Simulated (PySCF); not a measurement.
## Bond length, frequency and bond energy of BAs⁺ by level of theory

State: ⁴Σ⁻ (quartet), unpaired electrons σ ↑, π ↑↑. Set-up: B jorge-DZP-DKH, As jorge-DZP-DKH; spin-free X2C with a Gaussian nucleus (PySCF 2.14). De refers to B⁺ + As in their high-spin ground configurations, without counterpoise correction. The functionals are run spin-unrestricted. A positive dipole points towards As; it is taken about the centre of mass and depends on that origin.

```csv
Level,Re (Å),ωe (cm⁻¹),De (eV),μ (D)
UHF,1.985,474,1.44,-3.86
UHF-MP2,1.929,686,2.18,n/a
UHF-SCS-MP2,1.961,610,1.91,n/a
UHF-CCSD,1.980,559,1.96,n/a
UHF-CCSD(T),1.979,582,2.11,n/a
PBE,1.980,615,3.20,-2.40
r²SCAN,1.957,645,3.08,-2.73
PBE0,1.959,630,2.83,-2.68
r²SCAN0,1.948,643,2.78,-2.91
BHandHLYP,1.965,599,2.46,-2.94
M06-2X,1.962,600,2.28,-3.00
```

The bond length runs from 1.929 Å (UHF-MP2) to 1.985 Å (UHF). De spans 1.44 eV (UHF, mean field) to 3.20 eV (PBE, GGA). Correlation at CCSD(T) changes the Hartree–Fock bond energy by +0.67 eV; the triples alone change it by +0.15 eV.

Correlated steps freeze 10 core orbitals. Correlated levels converge slowly with the basis: in double zeta they bind strong bonds too weakly, by up to about 1 eV, and carry superposition errors of some tenths. Spin–orbit coupling is left out. For an ion De counts to the pair picked by the measured ionisation energies or electron affinities, which need not be the lowest pair at this level. The state was picked by a PBE0 search and need not be the measured ground state.
